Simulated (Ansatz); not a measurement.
Computed with Ansatz on PBE0-D4/def2-TZVP structures; ΔE is electronic, products minus reactants. CCSD(T)/CBS is the MP2 limit (def2-TZVPP, def2-QZVPP) plus CCSD(T) − MP2 in def2-TZVPP, frozen cores. This one scheme is used for every species. DFT in def2-TZVPP. B3LYP here is the variant with VWN-RPA as its local correlation; programs differ in this. One conformer a species, not always the lowest.

Consider the formal exchange of groups at the Al–N bond: `[AlH2][NH][SiH2][SiH3]` + `C[SiH2]C` → `C[SiH](C)[AlH2]` + `N[SiH2][SiH3]`.

Problem. Is it downhill or uphill in electronic energy at CCSD(T)/CBS, and by how much? (An estimate is asked.)

Solution. Ansatz gave: Uphill: ΔE = +1.25 eV.

Problem. What do these levels give: B3LYP-D4, HF/def2-TZVPP, CCSD/def2-TZVPP, CCSD(T)/def2-TZVPP, SCS-MP2/def2-QZVPP, CCSD/CBS(def2)? (Best estimate.)

Solution. Ansatz gave: B3LYP-D4 1.25, HF/def2-TZVPP 1.33, CCSD/def2-TZVPP 1.27, CCSD(T)/def2-TZVPP 1.26, SCS-MP2/def2-QZVPP 1.35, CCSD/CBS(def2) 1.25 eV.

Largest T1 diagnostic among the species: 0.013.

From PBE to PBE0 (25 % exact exchange), in def2-TZVPP and without D4, ΔE moves by +0.03 eV.
